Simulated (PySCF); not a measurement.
# NMR parameters of BH2(nPr)

BH2(nPr), C3H9B, point group C1.

Cartesian coordinates in Å; atom numbers follow the order of the lines, from 1:
```xyz
13

B     1.023    1.671    0.739
H     2.234    1.717    0.764
H     0.419    2.708    0.562
C     0.249    0.318    0.831
C    -0.097   -0.119   -0.608
C    -0.869   -1.430   -0.658
H    -0.696    0.433    1.390
H     0.836   -0.480    1.315
H     0.829   -0.222   -1.201
H    -0.685    0.671   -1.105
H    -1.825   -1.348   -0.118
H    -1.092   -1.725   -1.695
H    -0.296   -2.247   -0.193
```

GIAO calculations in PySCF 2.14 on the PBE0-D3(BJ)/def2-SVP structure: isolated species, non-relativistic, equivalent atoms averaged; basis pcSseg-1.

Question: Give the isotropic shieldings (ppm) with PBE0, wB97X-D.

Answer: 
```tsv
atoms	environment	PBE0	wB97X-D
C4	carbon bonded to C, B, 2 H	152.1	154.5
C6	carbon bonded to C, 3 H	164.3	164.5
C5	carbon bonded to 2 C, 2 H	171.9	172.4
B1	boron bonded to C, 2 H	10.9	16.9
H2/H3	hydrogen on a boron bonded to C	23.54	23.92
H7/H8	hydrogen on a carbon bonded to C, B	29.57	29.81
H11/H12/H13	hydrogen on a carbon bonded to C	30.08	30.21
H9/H10	hydrogen on a carbon bonded to 2 C	30.33	30.48
HOMO–LUMO gap (eV)	–	7.45	11.30
```

Question: And the chemical shifts, against references computed in the same way?

Answer: 
```json
{"atoms": "C4", "nucleus, reference": "$^{13}$C, TMS", "PBE0": "32.3", "wB97X-D": "30.0"}
{"atoms": "C6", "nucleus, reference": "$^{13}$C, TMS", "PBE0": "20.1", "wB97X-D": "20.0"}
{"atoms": "C5", "nucleus, reference": "$^{13}$C, TMS", "PBE0": "12.6", "wB97X-D": "12.1"}
{"atoms": "B1", "nucleus, reference": "$^{11}$B, BF3·OEt2", "PBE0": "89.8", "wB97X-D": "84.7"}
{"atoms": "H2/H3", "nucleus, reference": "$^{1}$H, TMS", "PBE0": "7.73", "wB97X-D": "7.46"}
{"atoms": "H7/H8", "nucleus, reference": "$^{1}$H, TMS", "PBE0": "1.70", "wB97X-D": "1.57"}
{"atoms": "H11/H12/H13", "nucleus, reference": "$^{1}$H, TMS", "PBE0": "1.19", "wB97X-D": "1.17"}
{"atoms": "H9/H10", "nucleus, reference": "$^{1}$H, TMS", "PBE0": "0.94", "wB97X-D": "0.90"}
```

Question: Which part of the shielding of C4 depends on the functional?

Answer: Diamagnetic: PBE0 250, wB97X-D 250 ppm; paramagnetic: PBE0 -98, wB97X-D -96 ppm. The diamagnetic part, set mainly by inner electrons, hardly moves; the paramagnetic part goes with low-lying magnetically allowed excitations and carries the spread.

Question: What couplings does B3LYP/pcJ-1 (spin–dipole term only in couplings to heteroatoms) give?

Answer: $^{1}J$(B1,H2) = 134.0, $^{1}J$(C6,H11) = 132.5, $^{1}J$(C5,H9) = 131.6, $^{1}J$(C4,H7) = 129.0, $^{1}J$(B1,C4) = 51.2, $^{1}J$(C5,C6) = 36.8, $^{1}J$(C4,C5) = 27.3, $^{2}J$(H9,H10) = -14.6, $^{2}J$(H11,H12) = -13.8, $^{2}J$(H7,H8) = -9.2, $^{2}J$(H2,H3) = 6.5, $^{2}J$(C5,H7) = -6.2, $^{2}J$(B1,H7) = -5.6, $^{2}J$(H2,C4) = 4.6 Hz (averaged over equivalent pairs; isotopes $^{11}$B, $^{1}$H, $^{13}$C).
